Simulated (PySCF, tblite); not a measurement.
Isomers of C6H10Cl2Si, one GFN2-xTB conformer each. Single-point energies are computed at PBE0/pcSseg-1 (PySCF, gas phase, no added dispersion term), electronic only.

```csv
SMILES,GFN2-xTB relative energy (kcal/mol)
C=C=C(C)[Si@H](Cl)CCCl,34.4
CCCC=C=C[SiH](Cl)Cl,0.0
```

Conformers: `[CH2:1]=[C:2]=[C:3]([CH3:4])[Si@H:5]([Cl:6])[CH2:7][CH2:8][Cl:9]` with C2–C3–Si5–Cl6 116°, C3–Si5–C7–C8 166°, Si5–C7–C8–Cl9 179°; `[CH3:1][CH2:2][CH2:3][CH:4]=[C:5]=[CH:6][SiH:7]([Cl:8])[Cl:9]` with C1–C2–C3–C4 179°, C2–C3–C4–C5 121°, C5–C6–Si7–Cl8 -2°.

Q: What does PBE0/pcSseg-1 give for the same structures?

A: 
| SMILES | PBE0/pcSseg-1 E (Eh) | PBE0/pcSseg-1 (kcal/mol) | GFN2-xTB (kcal/mol) | point group |
| --- | --- | --- | --- | --- |
| CCCC=C=C[SiH](Cl)Cl | -1443.81638 | 0.0 | 0.0 | C1 |
| C=C=C(C)[Si@H](Cl)CCCl | -1443.77131 | 28.3 | 34.4 | C1 |

Both levels put the same isomer lowest. 

Q: Which frontier levels, dipoles and rotational constants go with these structures?

A: 
| SMILES | HOMO (eV, PBE0/pcSseg-1) | LUMO (eV) | dipole (D) | A, B, C (MHz) |
| --- | --- | --- | --- | --- |
| CCCC=C=C[SiH](Cl)Cl | -7.40 | -0.61 | 2.27 | 1703, 361.7, 342.1 |
| C=C=C(C)[Si@H](Cl)CCCl | -7.72 | -0.46 | 2.58 | 1237, 519.9, 393.5 |

Q: What happens when harmonic zero-point energies from GFN2-xTB frequencies are added?

A: 
```json
{"SMILES": "CCCC=C=C[SiH](Cl)Cl", "ZPE (kcal/mol)": "88.5", "electronic (kcal/mol)": "0.0", "with ZPE (kcal/mol)": "0.0"}
{"SMILES": "C=C=C(C)[Si@H](Cl)CCCl", "ZPE (kcal/mol)": "87.2", "electronic (kcal/mol)": "28.3", "with ZPE (kcal/mol)": "26.9"}
```

The zero-point energies span 1.3 kcal/mol. The order is unchanged.
